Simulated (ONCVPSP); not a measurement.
# Logarithmic derivatives: Zr (Z = 40), ONCV

```
Element                 : Zr (Z = 40)
Generator               : ONCVPSP 4.0.1
Type                    : optimised norm-conserving Vanderbilt (ONCV)
Functional              : PBE
Relativity              : scalar-relativistic
Frozen core             : [Ar] 3d10
Valence charge          : 12
Reference configuration : 4s2 4p6 4d1 (charge +3)
Partial waves           : 4s: rc 1.70 bohr, ncon 3, nbas 6, qcut 7.4 1/bohr, 2 projectors, debl 3.5 Ha; 4p: rc 2.10 bohr, ncon 5, nbas 9, qcut 5.6 1/bohr, 2 projectors, debl 3.7 Ha; 4d: rc 2.75 bohr, ncon 4, nbas 9, qcut 9.2 1/bohr, 3 projectors, debl 2.2 Ha
Local potential         : polynomial inside 1.55 bohr (lpopt 5, dvloc0 1 Ha)
Core correction         : none
```

In the p channel the program set the typed energies aside and used -2.175, 0.050 Ha.

The phase is arctan(r·R′/R) of the radial function R(r), unwrapped; energies in Ha, scanned from -4 to 5 Ha. A pole is an energy at which the radial function vanishes at the test radius. The pseudo phase is shifted by a multiple of π to meet the all-electron one at the reference energy, and phase errors are pseudo minus all-electron; the curves can meet again beyond the range given. Levels narrower than the energy grid can be missing from the lists of poles.

| channel | radius (bohr) | reference energy (Ha) | poles, all-electron | poles, pseudo | unbroken range about the reference energy with phases within 0.05 rad | phase error 1 Ha above the reference energy (rad) |
| --- | --- | --- | --- | --- | --- | --- |
| s | 1.72 | -3.00 | -2.25 | -2.25 | the whole range | +0.000 |
| p | 2.13 | -2.17 | -1.87, 3.35 | -1.87, 3.30 | the whole range | -0.000 |
| d | 2.79 | -1.04 | -0.84, 1.83 | -0.84, 1.83 | the whole range | -0.000 |

Phases in the s channel:

| E (Ha) | all-electron | pseudo |
| --- | --- | --- |
| -3.98 | 0.532 | 0.533 |
| -3.50 | -0.612 | -0.612 |
| -3.02 | -1.272 | -1.272 |
| -2.54 | -1.495 | -1.495 |
| -2.06 | -1.610 | -1.610 |
| -1.58 | -1.692 | -1.692 |
| -1.10 | -1.767 | -1.767 |
| -0.62 | -1.853 | -1.852 |
| -0.14 | -1.970 | -1.970 |
| 0.34 | -2.169 | -2.169 |
| 0.82 | -2.576 | -2.575 |
| 1.30 | -3.331 | -3.330 |
| 1.78 | -3.957 | -3.954 |
| 2.26 | -4.251 | -4.249 |
| 2.74 | -4.401 | -4.398 |
| 3.22 | -4.489 | -4.487 |
| 3.70 | -4.548 | -4.545 |
| 4.18 | -4.590 | -4.588 |
| 4.66 | -4.623 | -4.621 |
